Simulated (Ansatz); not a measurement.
Correlation energies of C₂H₇BFNSi by basis set

```xyz
13

C     0.742   -1.422   -0.606
Si    0.284    0.352   -0.276
N     1.287    1.306   -1.240
B    -1.038    1.029    0.897
C    -1.658   -0.124    1.519
F    -2.652   -0.049    2.422
H     0.605   -1.659   -1.665
H     1.792   -1.595   -0.356
H     0.133   -2.110   -0.021
H     1.992    0.954   -1.866
H     1.230    2.312   -1.238
H    -1.296    2.180    1.077
H    -1.422   -1.175    1.354
```

Total charge 0; spin multiplicity 1. The bonds changed during the relaxation, so this is another structure than the one it started from. Geometry: relaxed with PBE0-D4/def2-TZVP. It is one conformer, not always the lowest. Frozen core, restricted reference, the Gaussian-basis code of Ansatz. CBS rows extrapolate triple and quadruple zeta; past MP2 they add the triple-zeta difference.

```csv
basis,HF (Eh),MP2 corr.,CCSD corr.,(T),CCSD(T) total
def2-SVP,-546.98671,-0.81543,-0.86992,-0.02804,-547.88467
def2-TZVPP,-547.40348,-1.02525,-1.06778,-0.04554,-548.51680
def2-QZVPP,-547.42461,-1.10091,–,–,–
CBS(def2),-547.42752,-1.15695,-1.19948,as TZ,-548.67254
```
